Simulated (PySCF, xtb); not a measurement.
In(H)(Et)(NH2) (C₂H₈InN), SMILES C[CH2][InH][NH2]. One conformer was computed; it need not be the lowest.

Harmonic wavenumbers (cm⁻¹) from xtb 6.7.1 with GFN2-xTB at its own minimum, in rising order: 41, 82, 174, 203, 215, 283, 361, 388, 470, 517, 618, 620, 911, 966, 1054, 1157, 1211, 1400, 1402, 1448, 1479, 1486, 1489, 2937, 2948, 2968, 2975, 2984, 3370, 3394.

**Question.** What does PBE-D3(BJ)/def2-SVP run with PySCF give at its own minimum? (Estimate from the structure and the level; the computed values follow.)

**Answer.** 48, 88, 105, 205, 227, 317, 430, 464, 464, 578, 617, 637, 908, 934, 1024, 1141, 1200, 1344, 1388, 1421, 1424, 1454, 1727, 2950, 2986, 3025, 3032, 3052, 3489, 3601. Paired by order, the mean absolute difference is 48 cm⁻¹ and the zero-point energies are 56.5 and 57.6 kcal/mol.
